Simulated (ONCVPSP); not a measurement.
caesium, ONCV: configuration errors across variants

Cs (Z = 55), optimised norm-conserving Vanderbilt (ONCV), made with ONCVPSP 4.0.1 (PBE, scalar-relativistic). Core [Kr] 4d10, reference 5s2 5p6 (charge +1). Waves: 5s: rc 2.25 bohr, ncon 3, nbas 7, qcut 5.4 1/bohr, 3 projectors, debl 1.3 Ha; 5p: rc 3.20 bohr, ncon 5, nbas 9, qcut 5.1 1/bohr, 1 projector; d scattering state at 0.02 Ha: rc 3.45 bohr, ncon 4, nbas 7, qcut 3 1/bohr, 2 projectors, debl 2.6 Ha. Local part: polynomial inside 1.90 bohr (lpopt 3, dvloc0 0 Ha). Core correction: none.

In the d channel the program set the typed energies aside and used 0.050, 2.650 Ha.

All-electron excitation energies from the reference (eV): (1) 5s2 5p6 6s1 -3.863; (2) 5s2 5p6 6s0.5 -2.393; (3) 5s2 5p6 6p1 -2.492; (4) 5s2 5p5 6s1 14.002.

1 further variants failed, have other tests or too few solved ones, and are left out.

Errors AE − PS in meV (a dash: test not solved or not reliable):

```
     change   (1)   (2)   (3)   (4)  bound ghosts  GHOST(+) flags above zero
       base  +0.3  +0.2   +11   -13          none                       s, d
p: qcut 3.1  +0.4  +0.2   +14   -17          none                       s, d
p: qcut 3.6  +0.4  +0.2   +15   -18          none                       s, d
p: qcut 4.2  +0.3  +0.2   +14   -17          none                       s, d
p: qcut 5.2  +0.3  +0.2   +10   -13          none                       s, d
p: qcut 6.4  +0.3  +0.2  +4.4  -6.6          none                       s, d
p: qcut 7.8  +0.4  +0.2   +27   -19          none                       s, d
```

Give the same row for: p: qcut 5.7.

+0.3, +0.2, +8.3, -11; bound ghosts: none; GHOST(+) flags above zero: s, d.
